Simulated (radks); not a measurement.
Values are calculated unless marked as measured or tabulated.
Spherical quantum dot in the effective-mass picture: electrons in a well V = -V0 / (1 + exp((r - R)/a)) with V0 = 11.3, R = 3.85, a = 0.3, all in effective atomic units (hartree* = m*/eps^2 hartree, bohr* = eps/m* bohr), one dielectric constant everywhere. Level of theory: non-relativistic Kohn-Sham, LDA (Slater exchange, Perdew-Wang correlation), spin-polarised, spherical densities (a radial shooting solver with Libxc functionals). Levels are named by radial order and angular momentum (1s, 1p, 1d, 2s, ...), and open shells are averaged over m.

N = 22, configuration 1s2 1p6 1d10 1f(up 4, down 0). This is the lowest configuration that the search found. Occupied and some empty levels:

| level | occupation | eigenvalue (hartree*) | <r> (bohr*) |
|---|---|---|---|
| 1s up | 1 | -3.2561 | 2.434 |
| 1s down | 1 | -3.2149 | 2.418 |
| 1p up | 3 | -3.0499 | 2.572 |
| 1p down | 3 | -3.0052 | 2.565 |
| 1d up | 5 | -2.7109 | 2.689 |
| 1d down | 5 | -2.6639 | 2.685 |
| 1f up | 4 | -2.2610 | 2.789 |
| 1f down | 0 | -2.2126 | 2.788 |
| 2s up | 0 | -2.0777 | 1.819 |
| 2s down | 0 | -2.0593 | 1.821 |
| 1g up | 0 | -1.7136 | 2.878 |
| 1g down | 0 | -1.6647 | 2.878 |
| 2p up | 0 | -1.5072 | 2.141 |
| 2p down | 0 | -1.4830 | 2.140 |
| 2d up | 0 | -0.85564 | 2.365 |
| 2d down | 0 | -0.82715 | 2.362 |

Energy (hartree*): total -141.354, kinetic 19.654, external -235.31, Hartree 83.695, exchange-correlation -9.3898.

Electron density:

| r (bohr*) | n(r) (e/bohr*^3) |
|---|---|
| 0.244 | 0.009289 |
| 0.516 | 0.01245 |
| 0.788 | 0.01918 |
| 1.06 | 0.03153 |
| 1.33 | 0.05180 |
| 1.60 | 0.08185 |
| 1.88 | 0.1204 |
| 2.15 | 0.1602 |
| 2.42 | 0.1863 |
| 2.69 | 0.1811 |
| 2.96 | 0.1386 |
| 3.23 | 0.07763 |
| 3.51 | 0.02967 |
| 3.78 | 0.007506 |
| 4.05 | 0.001317 |
| 4.32 | 0.0001809 |
| 4.59 | 0.00002238 |
| 4.87 | 2.657e-06 |
| 5.14 | 3.170e-07 |
| 5.41 | 3.888e-08 |
